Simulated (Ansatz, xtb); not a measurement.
**Relative energy of two isomers of CH3BFS**

We compare a, `CB(F)[S]`, a doublet, with b, `[CH2]B(F)S`, a doublet. Both are isolated molecules in the gas phase, relaxed with B3LYP/6-31G*; the shapes shown needn't be the lowest conformers.

a (Å):

```xyz
7

C     0.1291    0.2487   -0.9328
B     1.3278    0.5278    0.0463
F     2.5455    0.0532   -0.2336
S     1.0914    1.4870    1.5588
H    -0.8279    0.6788   -0.6236
H    -0.0028   -0.8363   -1.0440
H     0.3755    0.6411   -1.9289
```

b (Å):

```xyz
7

C     0.4883   -0.3681   -1.1130
B     1.3137    0.4951   -0.1594
F     2.5882    0.1848    0.1097
S     0.6798    1.9885    0.6874
H    -0.5488   -0.1688   -1.3711
H     0.9179   -1.2474   -1.5899
H    -0.5682    1.9551    0.1771
```

Quicker runs give these differences E(b) − E(a): GFN2-xTB +80.5 kJ/mol; HF/STO-3G +112.3 kJ/mol (at GFN2-xTB geometries); r2SCAN-D4/def2-SVP +39.7 kJ/mol (at GFN2-xTB geometries).

**Question.** Estimate E(b) − E(a) at the level CCSD(T)/def2-SVP + ΔMP2/def2-TZVPP.

**Answer.** Calculated at CCSD(T)/def2-SVP + ΔMP2/def2-TZVPP: E(b) − E(a) = +46.2 kJ/mol, so structure a lies lower.

The same difference at several levels:

| level | geometry | E(b) − E(a) (kJ/mol) | departure from the last row (kJ/mol) | job, with rough time for the two |
| --- | --- | --- | --- | --- |
| GFN2-xTB | GFN2-xTB | +80.5 | +34.3 | optimisation, 0.39 s |
| HF/STO-3G | GFN2-xTB | +112.3 | +66.0 | single point, 2 s |
| r2SCAN-D4/def2-SVP | GFN2-xTB | +39.7 | −6.6 | single point, 10 s |
| B3LYP/6-31G* | B3LYP/6-31G* | +58.4 | +12.1 | optimisation, 4.7 min |
| HF/def2-SVP | B3LYP/6-31G* | +52.1 | +5.9 | part of the CCSD(T) run |
| MP2/def2-SVP | B3LYP/6-31G* | +59.6 | +13.4 | part of the CCSD(T) run |
| CCSD(T)/def2-SVP | B3LYP/6-31G* | +57.0 | +10.8 | single point |
| CCSD(T)/def2-SVP + ΔMP2/def2-TZVPP | B3LYP/6-31G* | +46.2 |  | single point, 93 s |

As drawn, b has 1 S–H in place of 1 C–H.

The levels shown agree on the order. The largest departure from CCSD(T)/def2-SVP + ΔMP2/def2-TZVPP is that of HF/STO-3G, 66.0 kJ/mol. The last row adds to CCSD(T) the change of the MP2 difference between the two basis sets, here −10.8 kJ/mol.

With harmonic frequencies from B3LYP/6-31G* (ideal gas, rigid rotor, one conformer each, 200 K, 1 atm): the zero-point term adds −9.3 kJ/mol; ΔH is +36.5 and ΔG +37.8 kJ/mol.

Open shells are spin-unrestricted. The correlated steps freeze 8 core orbitals. Codes used: Ansatz 0.2.0, xtb 6.7.1; the last row on 1 thread of Intel(R) Xeon(R) Processor @ 2.50GHz (Skylake/Cascade Lake) on a shared host.
